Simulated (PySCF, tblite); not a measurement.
Isomers of C6H9N3Si. Level: GFN2-xTB in tblite, geometry and Hessian alike; calculated harmonic values, unscaled, isolated species. Against measured fundamentals such values can be off by several per cent, at times by over 20. Modes of hydrogen on silicon can be 10 to 20 % off. One conformer each.

Electronic energies: PBE0/pcSseg-1 single points on the GFN2-xTB geometries (PySCF, gas phase).

```csv
SMILES,"electronic energy, lowest = 0 (kcal/mol)"
[SiH3]c1nnncc1C1CC1,78.1
C[SiH](C)n1ccc(C#N)n1,0.0
C/C(C#N)=N/[SiH2]CCC#N,32.1
C#Cc1cnn([SiH](C)C)n1,42.2
```

Question: How do GFN2-xTB zero-point energies change the relative energies?

Answer: 
```csv
SMILES,ZPE (kcal/mol),of it from modes above 1550 cm⁻¹,electronic (kcal/mol),"with ZPE, lowest = 0 (kcal/mol)",lowest mode (cm⁻¹),rings
C[SiH](C)n1ccc(C#N)n1,87.6,41.7,0.0,0.0,14,1
C/C(C#N)=N/[SiH2]CCC#N,85.6,45.7,32.1,30.1,32,0
C#Cc1cnn([SiH](C)C)n1,86.6,42.0,42.2,41.2,6i,1
[SiH3]c1nnncc1C1CC1,85.8,36.2,78.1,76.3,51,2
```

The zero-point energies span 2.0 kcal/mol, from `C/C(C#N)=N/[SiH2]CCC#N` to `C[SiH](C)n1ccc(C#N)n1`. Slightly imaginary modes are left out of the zero-point energy: `C#Cc1cnn([SiH](C)C)n1` 5.8i cm⁻¹. The order is unchanged.

Question: And how do the electronic energies of GFN2-xTB itself compare?

Answer: `C[SiH](C)n1ccc(C#N)n1` 0.0; `C/C(C#N)=N/[SiH2]CCC#N` 27.9; `C#Cc1cnn([SiH](C)C)n1` 26.2; `[SiH3]c1nnncc1C1CC1` 31.8 kcal/mol, lowest = 0. Against the energies above, taken from the same isomer `C[SiH](C)n1ccc(C#N)n1`, the largest difference is 46.3 kcal/mol.
